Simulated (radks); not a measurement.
Task: The erbium ion Er42+, configuration [Ar] 3d8. Calculated with a radial shooting solver on a logarithmic mesh with Libxc functionals: Dirac Kohn-Sham, PBE, spin-unpolarised, spherical densities, finite nucleus; open shells fill j = l - 1/2 first; Fermi nuclear charge, rms radius 5.2516 fm. Some entries of the table are withheld. Estimate them.

orbital,occ.,eigenvalue (hartree),r(max) (bohr)
1s1/2,2,-2184.042,0.01286
2s1/2,2,-430.2047,0.07330
2p1/2,2,(1),0.05502
2p3/2,4,(2),0.06121
3s1/2,2,-149.9198,0.2039
3p1/2,2,-143.0299,0.1912
3p3/2,4,-135.3552,0.2033
3d3/2,4,-124.0770,0.1592
3d5/2,4,-122.3477,0.1626
4s1/2,0,-74.47627,0.4269
4p1/2,0,(3),0.4214
4p3/2,0,(4),0.4398

Result: 
(1) 2p1/2 eigenvalue (hartree): -413.9215
(2) 2p3/2 eigenvalue (hartree): -379.9886
(3) 4p1/2 eigenvalue (hartree): -71.55300
(4) 4p3/2 eigenvalue (hartree): -68.90413
